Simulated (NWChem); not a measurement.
System: Si2NH7S; SMILES N[SiH2]S[SiH3]

Input file for NWChem:

```
start job
memory heap 200 mb stack 900 mb global 1100 mb
geometry units angstroms noautoz
  Si    -0.298803    -2.114694     0.006496
  S      1.010327    -0.399677     0.003484
  Si    -0.508236     1.177712    -0.008940
  N      0.174967     2.772102    -0.007238
  H     -1.174563    -2.145729    -1.217935
  H     -1.191134    -2.128157     1.219220
  H      0.586091    -3.326729     0.020958
  H     -1.341093     1.029132    -1.250396
  H     -1.357269     1.030128     1.221669
  H      0.676764     3.080542     0.830292
  H      0.674395     3.081977    -0.845520
end
basis spherical
  * library 6-31g*
end
dft
  xc becke97-d
  disp vdw 2
  iterations 150
  mulliken
end
task dft energy
```

Parts of the log:

```
             Northwest Computational Chemistry Package (NWChem) 7.3.0
             --------------------------------------------------------

 C1  symmetry detected

                             Geometry "geometry" -> ""
                             -------------------------

 Output coordinates in angstroms (scale by  1.889725989 to convert to a.u.)

  No.       Tag          Charge          X              Y              Z
 ---- ---------------- ---------- -------------- -------------- --------------
    1 Si                  14.0000    -0.35544289    -2.12263865     0.00108210
    2 S                   16.0000     0.95814941    -0.41103574    -0.00104111
    3 Si                  14.0000    -0.55631679     1.17033578    -0.00153023
    4 N                    7.0000     0.13105925     2.76292509     0.00317783
    5 H                    1.0000    -1.23626193    -2.14692961    -1.21986745
    6 H                    1.0000    -1.24285832    -2.13819994     1.21738267
    7 H                    1.0000     0.52632654    -3.33701773     0.00752473
    8 H                    1.0000    -1.39461042     1.02845138    -1.24010700
    9 H                    1.0000    -1.40071299     1.02047692     1.23199073
   10 H                    1.0000     0.63706977     3.06700231     0.83976756
   11 H                    1.0000     0.62787768     3.07455307    -0.83600451

 Effective nuclear repulsion energy (a.u.)     276.5368727212

                                 NWChem DFT Module
                                 -----------------

 Summary of "ao basis" -> "ao basis" (spherical)
 ------------------------------------------------------------------------------
       Tag                 Description            Shells   Functions and Types
 ---------------- ------------------------------  ------  ---------------------
 Si                          6-31g*                  8       18   4s3p1d
 S                           6-31g*                  8       18   4s3p1d
 N                           6-31g*                  6       14   3s2p1d
 H                           6-31g*                  2        2   2s

            General Information
            -------------------
          SCF calculation type: DFT
          Wavefunction type:  closed shell.
          No. of atoms     :    11
          No. of electrons :    58
           Alpha electrons :    29
            Beta electrons :    29
          Charge           :     0
          Spin multiplicity:     1
          Use of symmetry is: off; symmetry adaption is: off
          Maximum number of iterations: 150
          AO basis - number of functions:    82
                     number of shells:    44
          Convergence on energy requested:  1.00D-06
          Convergence on density requested:  1.00D-05
          Convergence on gradient requested:  5.00D-04

              XC Information
              --------------
                   Becke 97-D Method XC Functional
                  Becke 1997-D Exchange Functional  1.000
                Becke 1997-D Correlation Potential  1.000

             Grid Information
             ----------------
          Grid used for XC integration:  medium
          Radial quadrature: Mura-Knowles
          Angular quadrature: Lebedev.
          Tag              B.-S. Rad. Rad. Pts. Rad. Cut. Ang. Pts.
          ---              ---------- --------- --------- ---------
          Si                  1.10       88          12.0       590
          S                   1.00       88          10.0       590
          N                   0.65       49          13.0       434
          H                   0.35       45          14.0       434
          Grid pruning is: on
          Number of quadrature shells:   628
          Spatial weights used:  Erf1

      Superposition of Atomic Density Guess
      -------------------------------------

 Sum of atomic energies:       -1032.87166202

      Non-variational initial energy
      ------------------------------

 Total energy =   -1034.288766
 1-e energy   =   -1978.657072
 2-e energy   =     667.831433
 HOMO         =      -0.308627
 LUMO         =       0.043426

     ---------------------------------------------
      Total Density - Mulliken Population Analysis
     ---------------------------------------------

    Atom       Charge   Shell Charges
 -----------   ------   -------------------------------------------------------
    1 Si  14    13.55   2.00  2.00  5.97  0.97  1.62  0.34  0.53  0.12
    2 S   16    16.64   2.00  2.00  5.98  1.32  3.19  0.55  1.58  0.02
    3 Si  14    13.22   2.00  2.00  5.97  0.92  1.47  0.29  0.39  0.18
    4 N    7     8.20   2.00  0.82  2.64  0.83  1.89  0.01
    5 H    1     1.05   0.47  0.58
    6 H    1     1.05   0.47  0.58
    7 H    1     1.05   0.47  0.58
    8 H    1     1.06   0.47  0.59
    9 H    1     1.06   0.47  0.59
   10 H    1     0.56   0.40  0.16
   11 H    1     0.56   0.40  0.16

   convergence    iter        energy       DeltaE   RMS-Dens  Diis-err
 ---------------- ----- ----------------- --------- --------- ---------
 d= 0,ls=0.0,diis     1  -1036.0404763395 -1.31D+03  1.60D-02  4.38D-01
 d= 0,ls=0.0,diis     2  -1036.0083262206  3.22D-02  1.10D-02  6.53D-01
 d= 0,ls=0.0,diis     3  -1036.0934868560 -8.52D-02  2.66D-03  6.97D-02
 d= 0,ls=0.0,diis     4  -1036.1008857081 -7.40D-03  1.16D-03  6.62D-03
 d= 0,ls=0.0,diis     5  -1036.1018975207 -1.01D-03  3.57D-04  4.69D-04
  Resetting Diis
 d= 0,ls=0.0,diis     6  -1036.1019693162 -7.18D-05  9.62D-05  3.81D-05
 d= 0,ls=0.0,diis     7  -1036.1019763810 -7.06D-06  2.87D-05  9.08D-07
 d= 0,ls=0.0,diis     8  -1036.1019762947  8.64D-08  1.80D-05  1.34D-06
 d= 0,ls=0.0,diis     9  -1036.1019765419 -2.47D-07  3.20D-06  4.42D-08

         Total DFT energy =    -1036.101976541931
      One electron energy =    -1982.776127092122
           Coulomb energy =      747.244798691701
    Exchange-Corr. energy =      -77.098020996691
 Nuclear repulsion energy =      276.536872721226

[...]
```

Level: B97-D/6-31G* (spherical d). The geometry was optimised at PBE-D3(BJ)/def2-SVP.
